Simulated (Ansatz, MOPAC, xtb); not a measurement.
BNH3F3 (SMILES [NH3+][B-](F)(F)F): the highest harmonic wavenumber at each level's own minimum, rung by rung

BNH3F3, singlet, SMILES `[NH3+][B-](F)(F)F`. Each level relaxes the structure for itself.

Quantity: the highest harmonic wavenumber at each level's own minimum, in cm⁻¹. The values are calculated.

| level | kind | program | value (cm⁻¹) |
| --- | --- | --- | --- |
| GFN-FF | force field | xtb | 3370 |
| GFN2-xTB | semi-empirical | xtb | 3419 |
| PM3 | semi-empirical | MOPAC | 3626 |
| GFN1-xTB | semi-empirical | xtb | 3580 |
| HF/6-31G* (Cartesian functions) | Hartree–Fock | Ansatz | 3814 |
| PBE/def2-SVP | GGA | Ansatz | 3509 |
| PBE0-D4/def2-TZVP | global hybrid | Ansatz | 3605 |
| B3LYP/6-31G* (Cartesian functions) | global hybrid | Ansatz | 3578 |
| MP2/6-31G* (Cartesian functions) | perturbation theory | Ansatz | 3634 |

Harmonic and unscaled. The values span 3370 to 3814 cm⁻¹.
